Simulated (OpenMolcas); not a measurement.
Ionisation energies of cobalt

```json
{
  "Program": "OpenMolcas",
  "Basis": "ANO-R2 [7s5p4d2f1g]",
  "Scalar Hamiltonian": "X2C, finite nucleus",
  "Spin-orbit coupling": "RASSI with atomic mean-field integrals over the reference wave functions, term energies averaged over their components"
}
```

Active shells in each charge state: the valence d shell, with orbitals averaged over the low states. Where CASPT2's correlated closed shells are named, they are those of the first ion.

A. CASSCF
B. SS-CASPT2, IPEA 0.25 Eh, imaginary shift 0.1 Eh (closed shells correlated: 3s 3p)
C. SS-CASPT2, IPEA 0.25 Eh, imaginary shift 0.1 Eh (closed shells correlated: 2s 2p 3s 3p)
D. SS-CASPT2, IPEA 0.25 Eh, imaginary shift 0.1 Eh (closed shells correlated: none)
E. SS-CASPT2, IPEA 0 Eh, imaginary shift 0.1 Eh (closed shells correlated: 3s 3p)

Energies in eV between the lowest computed levels, named as in B; reference values from the NIST Atomic Spectra Database with their kind.

| From | To | A | B | C | D | E | Spin-orbit share in B | Reference |
| --- | --- | --- | --- | --- | --- | --- | --- | --- |
| Co2+ 3d7 4F 9/2 | Co3+ 3d6 5D4 | 31.214 | 33.646 | 33.657 | 33.138 | 33.667 | +0.026 | 33.500 (semi-empirical) |
| Co3+ 3d6 5D4 | Co4+ 3d5 6S 5/2 | 49.226 | 51.281 | 51.299 | 50.828 | 51.268 | +0.074 | 51.270 (semi-empirical) |
| Co4+ 3d5 6S 5/2 | Co5+ 3d4 5D0 | 78.485 | 79.597 | 79.624 | 79.298 | 79.649 | -0.136 | 79.500 (semi-empirical) |
| Co5+ 3d4 5D0 | Co6+ 3d3 4F 3/2 | 101.559 | 102.581 | 102.616 | 102.201 | 102.615 | -0.063 | 102.000 (semi-empirical) |
| Co6+ 3d3 4F 3/2 | Co7+ 3d2 3F2 | 128.212 | 129.012 | 129.046 | 128.585 | 129.051 | -0.019 | 128.900 (semi-empirical) |
| Co7+ 3d2 3F2 | Co8+ 3d 2D 3/2 | 156.740 | 157.402 | 157.432 | 156.882 | 157.452 | +0.040 | 157.800 (semi-empirical) |

The lowest level within the active space need not be the ion's true ground level.
